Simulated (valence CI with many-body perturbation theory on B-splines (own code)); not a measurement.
# E1 line list for Co22+

Level of theory: relativistic CI+MBPT: three valence electrons over a frozen Dirac-Fock core [He], a basis of 11 s, 11 p, 10 d, 8 f, 5 g, 2 h functions for each j, with the one-electron correlation potential Σ1, the two-electron term Σ2, the three-electron term Σ3, Breit, model QED; selected CI, second order for the rest, scaled by the run's own slope (own B-spline code, finite nucleus).

No measured levels were compared; by estimate levels of excited configurations hold to 0.05 to 0.15 % of their energy, terms of the ground configuration to about 0.5 %.

Lines 1 to 50 of 585 in falling wavelength, among levels below 13048 × 10³ cm⁻¹, chosen from the strongest by gf and those to the six lowest levels. Wavelengths and rates use the calculated energies, so an error of 800 cm⁻¹ moves a line at 3462 Å by 2.8 % and its rate by three times that or more. Electric multipoles are in the length gauge with retardation, E1 and E2 with the static RPA response of the core. Weak lines are less certain than strong ones. Lines between different terms over intervals too small for the method are left out, as are lines whose strength nearly cancels. Where a level lies close to another of its J and parity, the split of strength between their lines is uncertain. The highest levels of a list are the least certain.

Names give the largest LS component (configuration and term), which can be under half, so a name can repeat, a term be missing and a line seem to break the LS rules; names also repeat where a configuration has a term twice. Letters in brackets count levels of one name in rising energy.

```tsv
λ vac (Å)	Upper	Lower	A (s⁻¹)	log gf	Branch %
3462	2s 2p 4f 2F_7/2 [b]	2s 2p 4d 2D°_5/2 [b]	8.36e+06	-0.92	0.0
2730	2s 2p 4f 4F_7/2 [a]	2s 2p 4d 4F°_5/2 [a]	1.74e+07	-0.81	0.0
2650	2s 2p 4f 4F_7/2 [b]	2s 2p 4d 4D°_5/2	1.47e+07	-0.91	0.0
2564	2s2 4f 2F°_7/2	2s2 4d 2D_5/2	2.45e+07	-0.71	0.0
2548	2s 2p 4f 4G_9/2	2s 2p 4d 4F°_7/2	2.45e+07	-0.62	0.0
2436	2s 2p 4f 2G_7/2 [b]	2s 2p 4d 2F°_5/2 [b]	2.56e+07	-0.74	0.0
2423	2s 2p 4f 4F_9/2	2s 2p 4d 4D°_7/2	2.28e+07	-0.70	0.0
2400	2s2 4f 2F°_5/2	2s2 4d 2D_3/2	2.78e+07	-0.84	0.0
2354	2s 2p 4f 2G_9/2 [b]	2s 2p 4d 2F°_7/2 [b]	3.15e+07	-0.58	0.0
2132	2s 2p 4f 4G_5/2	2s 2p 4d 4F°_3/2	3.71e+07	-0.82	0.0
1874	2s 2p 4f 4G_11/2	2s 2p 4d 4F°_9/2	6.36e+07	-0.40	0.0
1676	2s 2p 4d 4F°_9/2	2s 2p 4p 4D_7/2 [b]	4.56e+07	-0.72	0.0
1664	2s 2p 4d 4F°_9/2	2s 2p 4p 4D_7/2 [a]	9.08e+07	-0.42	0.0
1596	2s 2p 4d 4F°_7/2	2s 2p 4p 4D_5/2	1.56e+08	-0.32	0.0
1538	2s 2p 4d 2D°_5/2 [b]	2s 2p 4p 2P_3/2 [c]	1.42e+08	-0.52	0.0
1525	2s 2p 4d 2F°_7/2 [b]	2s 2p 4p 2D_5/2 [b]	1.75e+08	-0.31	0.0
1516	2s 2p 4d 4F°_5/2 [a]	2s 2p 4p 4D_3/2	1.73e+08	-0.45	0.0
1471	2s2 4d 2D_5/2	2s2 4p 2P°_3/2	1.97e+08	-0.42	0.0
1468	2s 2p 4d 4D°_7/2	2s 2p 4p 4P_5/2	1.11e+08	-0.54	0.0
1438	2s 2p 4p 4D_1/2	2s 2p 4s 4P°_1/2	1.94e+08	-0.92	0.0
1429	2s 2p 4d 2P°_3/2 [b]	2s 2p 4p 2S_1/2 [b]	1.38e+08	-0.77	0.0
1406	2s 2p 4d 4D°_5/2	2s 2p 4p 4P_5/2	1.08e+08	-0.72	0.0
1382	2s 2p 4p 2P_3/2 [a]	2s 2p 4s 4P°_3/2	1.38e+08	-0.80	0.0
1361	2s 2p 4p 2P_3/2 [b]	2s 2p 4s 2P°_3/2 [a]	1.46e+08	-0.79	0.0
1353	2s 2p 4d 2F°_5/2 [a]	2s 2p 4p 2D_3/2 [a]	2.34e+08	-0.41	0.0
1350	2s 2p 4d 2D°_5/2 [a]	2s 2p 4p 2P_3/2 [b]	1.49e+08	-0.61	0.0
1341	2s 2p 4p 2D_3/2 [b]	2s 2p 4s 2P°_3/2 [b]	1.34e+08	-0.84	0.0
1333	2s 2p 4d 4D°_5/2	2s 2p 4p 4P_3/2	1.01e+08	-0.79	0.0
1325	2s 2p 4d 2D°_3/2 [b]	2s 2p 4p 2P_1/2 [b]	1.44e+08	-0.82	0.0
1317	2s 2p 4p 2P_1/2 [a]	2s 2p 4s 2P°_1/2 [a]	2.57e+08	-0.87	0.0
1311	2s 2p 4d 4F°_3/2	2s 2p 4p 4D_1/2	2.25e+08	-0.63	0.0
1308	2s 2p 4p 2D_3/2 [b]	2s 2p 4s 2P°_1/2 [b]	1.28e+08	-0.88	0.0
1305	2s 2p 4d 2F°_5/2 [b]	2s 2p 4p 2D_3/2 [b]	2.36e+08	-0.44	0.0
1302	2s 2p 4d 4F°_5/2 [b]	2s 2p 4p 2P_3/2 [a]	2.11e+08	-0.49	0.0
1293	2s 2p 4d 2F°_7/2 [a]	2s 2p 4p 2D_5/2 [a]	2.56e+08	-0.29	0.0
1293	2s2 4p 2P°_1/2	2s2 4s 2S_1/2	2.83e+08	-0.85	0.0
1284	2s 2p 4d 2D°_3/2 [a]	2s 2p 4p 2P_1/2 [a]	2.41e+08	-0.62	0.0
1271	2s 2p 4d 4P°_3/2	2s 2p 4p 4P_3/2	1.51e+08	-0.84	0.0
1256	2s2 4d 2D_3/2	2s2 4p 2P°_1/2	2.63e+08	-0.60	0.0
1189	2s 2p 4p 4P_3/2	2s 2p 4s 4P°_5/2	2.20e+08	-0.73	0.0
1174	2s 2p 4d 2P°_3/2 [a]	2s 2p 4p 2P_3/2 [b]	1.62e+08	-0.87	0.0
1161	2s 2p 4p 2D_5/2 [b]	2s 2p 4s 2P°_3/2 [b]	3.83e+08	-0.33	0.0
1160	2s 2p 4p 2D_3/2 [a]	2s 2p 4s 2P°_1/2 [a]	2.89e+08	-0.63	0.0
1136	2s 2p 4p 4P_5/2	2s 2p 4s 4P°_5/2	3.07e+08	-0.45	0.0
1131	2s 2p 4p 4D_7/2 [a]	2s 2p 4s 4P°_5/2	2.56e+08	-0.41	0.0
1125	2s 2p 4p 4D_7/2 [b]	2s 2p 4s 4P°_5/2	1.47e+08	-0.65	0.0
1115	2s 2p 4p 2D_5/2 [a]	2s 2p 4s 2P°_3/2 [a]	3.58e+08	-0.40	0.0
1103	2s 2p 4p 4P_1/2	2s 2p 4s 4P°_3/2	4.63e+08	-0.77	0.0
1081	2s 2p 4p 2P_3/2 [c]	2s 2p 4s 2P°_3/2 [b]	2.41e+08	-0.77	0.0
1078	2s 2p 4p 4D_3/2	2s 2p 4s 4P°_1/2	4.44e+08	-0.51	0.0
```
